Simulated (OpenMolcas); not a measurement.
## Computed transition rates of F IV

- Program: OpenMolcas
- Method: SS-CASPT2, IPEA 0.25 Eh, imaginary shift 0.1 Eh (closed shells correlated: 1s)
- Basis: ANO-RCC-VTZP [4s3p2d1f]
- Scalar Hamiltonian: DKH2, point nucleus
- Active space: 4 electrons in 4 orbitals (2s 2p)
- State averaging: 2S+1 = 3 even, 6 roots (3 in the spin-orbit step); 2S+1 = 1 even, 6 roots kept (CI in the orbitals of an earlier block); 2S+1 = 5 odd, 1 root; 2S+1 = 3 odd, 9 roots kept (CI in the orbitals of an earlier block); 2S+1 = 1 odd, 8 roots kept (CI in the orbitals of an earlier block)
- Spin-orbit coupling: state interaction with AMFI integrals over the reference wave functions, term energies averaged over their components

Rates come from the transition moments of the reference wave functions (E1 and E2 in the length form). At fixed line strength A goes as λ^-3 for E1 and M1 and as λ^-5 for E2, so a rate at the computed wavelength can be rescaled to the measured one. Measured vacuum wavelengths follow from level energies in Moore, Atomic Energy Levels, vol. I, NSRDS-NBS 35 (1971 reprint of NBS Circular 467, 1949). Branching counts decays inside the model space alone, at computed energies, and the table is only a selection of the E2 and M1 lines, drawn from those between levels with measured partners whose computed energy lies within a factor of 1.5 of the measured one.

| Upper | Lower | Type | λ computed (nm) | λ measured (nm) | A computed (s-1) | A rescaled (s-1) | Branching % |
| --- | --- | --- | --- | --- | --- | --- | --- |
| 2s2 2p2 1S0 | 2s2 2p2 1D2 | E2 | 356.3 | 353.3 | 2.32e+00 | 2.42e+00 | 68.5 |
| 2s2 2p2 1S0 | 2s2 2p2 3P1 | M1 | 186.6 | 187.6 | 1.06e+00 |  | 31.4 |
| 2s2 2p2 1D2 | 2s2 2p2 3P2 | M1 | 398.3 | 406 | 8.90e-02 |  | 74.0 |
| 2s2 2p2 1D2 | 2s2 2p2 3P1 | M1 | 391.8 | 399.7 | 3.12e-02 |  | 25.9 |
| 2s2 2p2 3P2 | 2s2 2p2 3P1 | M1 | 24150 | 25760 | 9.62e-04 | 7.93e-04 | 100.0 |
| 2s2 2p2 3P1 | 2s2 2p2 3P0 | M1 | 46380 | 44400 | 1.81e-04 | 2.06e-04 | 100.0 |

Spin-changing lines and M1 lines between different terms are not rescaled, since their strength hangs on the term gaps too.

The largest correction is for 2s2 2p2 3P2 → 2s2 2p2 3P1 (M1): 9.62e-04 × (24150 / 25760)^3 = 7.93e-04 s-1, a factor of 0.82.

The computed rate and branching of 2s2 2p2 3P1 → 2s2 2p2 3P0 give the upper level a radiative lifetime of 1.000 / 1.81e-04 s-1 = 5.52e+03 s, counting decays inside the model space alone. The rescaled rate gives about 4.8e+03 s.

No measured rate stands beside these. Rescaling mends the energy factor alone: line strengths can still be far off where a level mixes with configurations outside the active space, and weak or spin-changing lines hang on small mixing coefficients that depend on the term gaps too, so rescaling need not improve them.

CASPT2 breaks the degeneracy within a term, and the mean is taken; among the terms shown or strongly mixed into the levels shown the widest spread is 11 cm-1 (2s2 2p2 1D). Terms from blocks run as CI alone lack orbitals of their own. Computed and measured levels are paired by configuration, term and J; levels that our copy of the source lacks, or whose pairing is in doubt (as where it misses far off the trend of its configuration), stay unpaired. Levels of configurations outside the active space are missing.
